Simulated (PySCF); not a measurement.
Start geometry of `O(C)/C=C(\F)B` from a GFN2-xTB structure with every atom displaced at random (by about 0.01 Å) (Å):
```
atom  x, y, z in Å
B1     2.5723    0.3710   -0.0602
C2     1.2973   -0.4190    0.2411
F3     1.4117   -1.6741    0.7581
C4     0.0696    0.0162    0.0341
O5    -1.0556   -0.7168    0.3020
C6    -2.3035   -0.1087    0.0370
H7     2.4343    1.4660   -0.5104
H8     3.6210   -0.0503    0.1413
H9    -0.1089    1.0112   -0.3566
H10   -3.0593   -0.8438    0.3342
H11   -2.4095    0.1176   -1.0158
H12   -2.4298    0.8025    0.6303
```

Q: What comes out of this run: PBE0-D3(BJ)/def2-SVP geometry optimisation, gas phase in PySCF?

A: 
```
atom  x, y, z in Å
B1     2.4806    0.1597   -0.5119
C2     1.3038   -0.5382    0.1342
F3     1.4464   -1.6761    0.8332
C4     0.0480   -0.0204    0.0288
O5    -1.0184   -0.5866    0.5643
C6    -2.2487    0.0865    0.4179
H7     2.2684    1.1782   -1.1280
H8     3.5998   -0.2806   -0.4192
H9    -0.0914    0.9090   -0.5354
H10   -3.0338   -0.6011    0.7546
H11   -2.4352    0.3573   -0.6346
H12   -2.2768    0.9968    1.0397
```

The energy falls by 4.2 kcal/mol over 8 energy and gradient evaluations, the largest force component goes from 0.0726 to 4.3e-04 Eh/bohr, and the atoms move by 0.110 Å rms after alignment. The bond that changes most is B1–H8 (three-coordinate boron to B–H hydrogen), which lengthens by 0.058 Å. Bonds longer at the end by more than 0.005 Å: 6 of 11; shorter: 3. Among the angles that change most is B1–C2–C4, from 125.1° to 120.6°. Among the dihedrals that turn most is C4–O5–C6–H11, from 62° to 51°. Rotational constants go from 8730, 2035, 1668 to 8497, 2066, 1680 MHz. The orientation of the end geometry is arbitrary; only internal coordinates are fixed.

The run used 114 basis functions and 58 SCF cycles in all.

No frequency check. The numbers are those of one conformer.
